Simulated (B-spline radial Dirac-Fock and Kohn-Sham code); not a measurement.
F: computed levels beside tabulated edges

The computed values come from a B-spline atomic structure program: Dirac-Fock (average of configuration) total-energy differences with a finite nucleus, the Breit interaction including its frequency dependence, and self-energy and vacuum-polarisation corrections. The model has no electron correlation.

Two models are given for [He] 2s2 2p5. In the first the electron is removed to infinity. In the second it is placed in the 2p shell, so that the atom stays neutral; this mimics a hole screened by valence charge, or the onset of absorption below the ionisation limit. The tabulated edges (Elam, Ravel and Sieber, Radiat. Phys. Chem. 63, 121 (2002)) refer to the element in its standard state, here a gas, where tables give ionisation thresholds or, for molecules, levels shifted by bonding.

```
  level  ionised (eV)  screened (eV)  tabulated (eV)  ionised − table  screened − table
 K (1s)         698.0          677.6           696.7             +1.3             -19.1
L1 (2s)         40.12          23.98           45.00             -4.9             -21.0
```

The ionised model lies closer: the mean absolute deviations are 3.1 eV (ionised) and 20.1 eV (screened). Screening lowers the levels by 18.3 eV on average.
